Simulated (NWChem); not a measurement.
Species: ammonia borane (BNH$_{6}$); SMILES [BH3-][NH3+]

Results from NWChem. Pople sets run with spherical d functions. All runs use the structure optimised with PBE-D3(BJ)/def2-SVP. Core excitations by TDA in a window of 1s orbitals, non-relativistic and unshifted: absolute energies depend strongly on the exact-exchange share.

| level | first 1s excitation (eV) | dipole oscillator strength of the first | first state with f > 0.002 (eV) | dipole oscillator strength of that state | relative time |
|---|---|---|---|---|---|
| B K edge, PBE0/cc-pVTZ | 181.2 | 0.0061 | 181.2 | 0.0061 | 5 |
| B K edge, PBE/def2-TZVP | 174.2 | 0.0023 | 174.2 | 0.0023 | 1 |
| N K edge, PBE0/cc-pVTZ | 391.7 | 0.0067 | 391.7 | 0.0067 | 5 |
| N K edge, B3LYP/6-311G** | 389.9 | 0.0072 | 389.9 | 0.0072 | 1 |

Times are rough ratios from one shared machine.
